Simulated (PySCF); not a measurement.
Computed with PBE-D3(BJ)/def2-TZVP // PBE0-D3(BJ)/def2-TZVP in PySCF. Isolated molecules, 0 K electronic values unless said otherwise. 

Reference species (SMILES): `B` (neutral, multiplicity 1).

```json
{
  "dipole_moment": "0.00 D"
}
```

Changed species: `IB(I)I` (whole molecule; the reference has whole molecule).

Q: Give the shifts of the dipole moment.

A: the dipole moment is nearly the same.
